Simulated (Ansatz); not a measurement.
`F[C]1=C[O][Al]1[F]` at its PBE0-D4/def2-TZVP geometry, where that method's forces vanish. Total charge 0; spin multiplicity 1.

| atom | x (Å) | y (Å) | z (Å) |
| --- | --- | --- | --- |
| F1 | -2.149 | -0.574 | -0.256 |
| C2 | -0.883 | -0.184 | -0.148 |
| C3 | 0.062 | -0.740 | 0.632 |
| O4 | 1.296 | -0.118 | 0.537 |
| Al5 | 0.541 | 0.970 | -0.617 |
| F6 | 1.141 | 2.234 | -1.457 |
| H7 | -0.008 | -1.588 | 1.308 |

(1) For each bond, give half the difference of the two atoms' forces along it (eV/Å; positive pushes the atoms apart) under PBE-D4, r2SCAN-D4, B3LYP-D4, ωB97M-V in def2-TZVPP. (Best estimate.)

Results:

(1) Ansatz gave: 
```
  bond  length (Å)  PBE-D4  r2SCAN-D4  B3LYP-D4  ωB97M-V
 F1–C2       1.328    0.29       0.24      0.38     0.42
 C2–C3       1.346    0.31       0.15     -0.08    -0.24
C2–Al5       1.892   -0.09      -0.13     -0.13    -0.22
 C3–O4       1.386    0.35       0.26      0.35     0.39
 C3–H7       1.087   -0.05      -0.14     -0.23    -0.19
O4–Al5       1.756    0.38       0.11      0.08    -0.04
Al5–F6       1.632    0.30       0.05      0.05     0.09
```

B3LYP here is the variant with VWN-RPA as its local correlation; programs differ in this.
